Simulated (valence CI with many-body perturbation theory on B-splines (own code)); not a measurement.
## Energy levels of Cr¹¹⁺

Level of theory: configuration interaction combined with many-body perturbation theory (CI+MBPT): three valence electrons over a frozen Dirac-Fock core [Ne], a basis of 11 s, 11 p, 10 d, 8 f, 5 g, 2 h functions for each j, with the one-electron correlation potential Σ1, the two-electron term Σ2, the three-electron term Σ3, Breit, model QED; selected CI, second order for the rest, scaled by the run's own slope (own B-spline code, finite nucleus).

No measured spectrum was set against this ion. As an estimate, levels of excited configurations hold to 0.05 to 0.15 % of their energy, terms of the ground configuration to about 0.5 %.

Levels 46 to 90 of 156, with energies above the lowest level, 3s2 3p 2P°_1/2. "Leading %" is the weight of the configuration and term that name the level; weights of strongly mixed levels are sums over their largest components and can fall short. In the jj column 3d3/2^4 stands for four electrons in 3d with j = 3/2. Lifetimes count E1, E2, E3, M1 and M2 decay at the calculated energies, and are blank where another channel may lead or the interval is too uncertain; long ones can be off by a factor of two.

```csv
No.,Configuration,Term,J,E (cm⁻¹),Leading %,Leading jj,g,Lifetime
46,3p2 3d,4F,9/2,843810,96,3p1/2 3p3/2 3d5/2 (50 %),1.326,76.4 ps
47,3p2 3d,2P,3/2,846930,79,3p1/2 3p3/2 3d3/2 (42 %),1.302,52.6 ps
48,3p2 3d,4D,1/2,850390,68,3p1/2 3p3/2 3d3/2 (93 %),0.208,59.1 ps
49,3p2 3d,4D,3/2,855260,82,3p1/2 3p3/2 3d5/2 (47 %),1.215,60.1 ps
50,3p2 3d,4D,5/2,855730,95,3p3/2^2 3d3/2 (31 %),1.359,63.3 ps
51,3p2 3d,4D,7/2,859670,94,3p3/2^2 3d5/2 (60 %),1.414,64.8 ps
52,3p2 3d,2P,1/2,859750,64,3p3/2^2 3d5/2 (62 %),0.463,51.4 ps
53,3p2 3d,2G,7/2,872600,88,3p1/2 3p3/2 3d3/2 (47 %),0.892,221 ps
54,3p2 3d,2G,9/2,874870,86,3p3/2^2 3d5/2 (47 %),1.118,222 ps
55,3p2 3d,2D,5/2,891040,56,3p1/2 3p3/2 3d5/2 (73 %),1.344,23.5 ps
56,3p2 3d,2D,3/2,893620,70,3p1/2 3p3/2 3d3/2 (53 %),0.966,25.0 ps
57,3p2 3d,4P,5/2,898760,62,3p3/2^2 3d5/2 (38 %),1.452,20.5 ps
58,3p2 3d,4P,3/2,899320,80,3p3/2^2 3d3/2 (54 %),1.563,18.6 ps
59,3p2 3d,4P,1/2,899590,97,3p3/2^2 3d3/2 (48 %),2.639,17.4 ps
60,3p2 3d,2P,1/2,928010,73,3p1/2 3p3/2 3d5/2 (58 %),0.729,30.1 ps
61,3p2 3d,2P,3/2,929440,39,3p1/2 3p3/2 3d5/2 (38 %),1.084,39.1 ps
62,3p2 3d,2D,3/2,936440,47,3p3/2^2 3d5/2 (34 %),1.050,38.2 ps
63,3p2 3d,2S,1/2,937550,84,3p3/2^2 3d5/2 (26 %),1.960,29.7 ps
64,3p2 3d,2D,5/2,942550,90,3p3/2^2 3d5/2 (71 %),1.192,53.6 ps
65,3p2 3d,2F,5/2,948780,81,3p1/2 3p3/2 3d5/2 (27 %),0.872,18.2 ps
66,3p2 3d,2F,7/2,951900,86,3p1/2 3p3/2 3d5/2 (39 %),1.142,18.0 ps
67,3s 3d2,4F,3/2,968960,100,3s 3d3/2^2 (68 %),0.398,23.4 ps
68,3s 3d2,4F,5/2,969420,100,3s 3d3/2 3d5/2 (66 %),1.028,23.7 ps
69,3s 3d2,4F,7/2,970050,100,3s 3d3/2 3d5/2 (80 %),1.238,24.2 ps
70,3s 3d2,4F,9/2,970850,100,3s 3d5/2^2 (79 %),1.333,24.7 ps
71,3p2 3d,2D,5/2,993450,93,3p3/2^2 3d5/2 (43 %),1.193,16.7 ps
72,3p2 3d,2D,3/2,997140,95,3p3/2^2 3d3/2 (47 %),0.800,16.7 ps
73,3s 3d2,4P,1/2,998690,99,3s 3d3/2^2 (40 %),2.669,19.0 ps
74,3s 3d2,4P,3/2,998980,99,3s 3d3/2 3d5/2 (91 %),1.734,19.2 ps
75,3s 3d2,4P,5/2,999350,99,3s 3d3/2 3d5/2 (51 %),1.600,19.4 ps
76,3s 3d2,2G,7/2,1034300,88,3s 3d3/2 3d5/2 (70 %),0.888,33.4 ps
77,3s 3d2,2G,9/2,1034400,88,3s 3d3/2 3d5/2 (70 %),1.111,33.0 ps
78,3s 3d2,2D,3/2,1034700,81,3s 3d5/2^2 (39 %),0.799,17.0 ps
79,3s 3d2,2D,5/2,1034700,81,3s 3d5/2^2 (41 %),1.200,17.1 ps
80,3s 3d2,2F,5/2,1075500,73,3s 3d3/2 3d5/2 (44 %),0.857,15.5 ps
81,3s 3d2,2F,7/2,1076200,74,3s 3d5/2^2 (45 %),1.143,15.9 ps
82,3s2 4s,2S,1/2,1086900,80,3s^2 4s (80 %),2.001,6.32 ps
83,3s 3d2,2P,1/2,1102700,49,3s 3d3/2^2 (37 %),1.086,12.0 ps
84,3s 3d2,2S,1/2,1104000,51,3s 3d5/2^2 (53 %),1.581,12.4 ps
85,3s 3d2,2P,3/2,1104100,71,3s 3d3/2 3d5/2 (41 %),1.333,12.5 ps
86,3p 3d2,4G°,5/2,1175000,98,3p1/2 3d3/2^2 (60 %),0.577,97.2 ps
87,3p 3d2,4G°,7/2,1178100,98,3p1/2 3d3/2 3d5/2 (63 %),0.985,96.3 ps
88,3p 3d2,4G°,9/2,1182100,99,3p3/2 3d3/2 3d5/2 (61 %),1.172,94.9 ps
89,3p 3d2,4G°,11/2,1187200,100,3p3/2 3d5/2^2 (79 %),1.273,93.9 ps
90,3s2 4p,2P°,1/2,1187400,94,3s^2 4p1/2 (94 %),0.665,22.9 ps
```

Names give the largest LS component (configuration and term), which can be under half, so a name can repeat, a term be missing and a line seem to break the LS rules; names also repeat where a configuration has a term twice.

Where two levels of one J and parity lie close, their mixing, g and order are uncertain.
